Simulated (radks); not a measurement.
The numbers below are computed, except where a source is named.
Problem. Radial electron density D(r) = 4 pi r^2 rho(r) of an atom or ion with 26 electrons. Code: a radial shooting solver on a logarithmic mesh with Libxc functionals. Model: non-relativistic Kohn-Sham, LDA (Slater exchange, Perdew-Wang correlation), spin-unpolarised, spherical densities, point nucleus.

r (bohr),D(r) (e/bohr)
0.001663,2.432
0.002131,3.815
0.002709,5.826
0.003472,8.880
0.004413,13.09
0.005656,19.04
0.007247,26.77
0.009213,35.73
0.01181,45.68
0.01501,54.36
0.01923,60.14
0.02445,60.98
0.03133,57.44
0.04015,53.52
0.05104,55.15
0.06541,64.79
0.08315,75.46
0.1066,75.90
0.1355,63.24
0.1736,50.64
0.2224,51.91
0.2828,56.31
0.3624,45.15
0.4606,22.98
0.5903,6.364
0.7504,0.9207
0.9616,0.05185
1.232,0.0009638

What is the nuclear charge?

Solution. Z = 49. The innermost maximum, from 1s, lies near 1/Z = 0.0204 bohr (found: 0.0226), and its height grows with Z. The density is that of the indium ion In23+ in [Ar] 3d8; the configuration itself is not fixed sharply by these data, and Z only to a few units. D(r) has 3 maxima, at r = 0.0226, 0.0953, 0.278 bohr, and minima at 0.0431, 0.191 bohr, inside which lie 2.02, 11.39 electrons.
